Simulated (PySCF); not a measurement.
# Energy of Ir²⁺ (iridium, charge +2) between two integer charges

The 5d beta orbital of [Xe] 4f14 5d7 is emptied in steps (occupation f), with all orbitals relaxed, ending at [Xe] 4f14 5d6. Calculation: PySCF 2.14, in aug-cc-pVTZ-PP with ECP60MDF (6s6p5d3f2g, 88 functions); a scalar-relativistic core potential. The exact energy is a straight line in f; departures are measured from the line between the end points of the same method.

```json
{"f": "1", "BHandHLYP (eV)": "0.000", "wB97X (eV)": "0.000", "B3LYP (eV)": "0.000"}
{"f": "0.8", "BHandHLYP (eV)": "-0.383", "wB97X (eV)": "-0.253", "B3LYP (eV)": "-0.710"}
{"f": "0.6", "BHandHLYP (eV)": "-0.580", "wB97X (eV)": "-0.385", "B3LYP (eV)": "-1.069"}
{"f": "0.4", "BHandHLYP (eV)": "-0.586", "wB97X (eV)": "-0.390", "B3LYP (eV)": "-1.073"}
{"f": "0.2", "BHandHLYP (eV)": "-0.396", "wB97X (eV)": "-0.262", "B3LYP (eV)": "-0.718"}
{"f": "0", "BHandHLYP (eV)": "0.000", "wB97X (eV)": "0.000", "B3LYP (eV)": "0.000"}
```

For wB97X, how does the orbital energy at f = 1 compare with the removal energy?

−ε = 27.589 eV against a total-energy difference of 29.144 eV. By Janak's theorem ε = ∂E/∂f, so the gap between them reflects the curvature. Along the path −ε is 28.177 (f = 0.8), 28.797 (f = 0.6), 29.448 (f = 0.4), 30.122 (f = 0.2) eV.

```
   method  E(f=0) − E(f=1) (eV)  −ε at f=1 (eV)  −ε at f=0.4 (eV)
BHandHLYP                29.011          26.643            29.466
    wB97X                29.144          27.589            29.448
    B3LYP                29.363          24.948            30.237
```

Reference removal energy between the ground levels: 28 ± 1.6 eV (theoretical estimate listed by NIST; NIST Atomic Spectra Database, ionization energies). The calculation has no spin-orbit coupling. The determinant left behind need not be the lowest term of the ion.
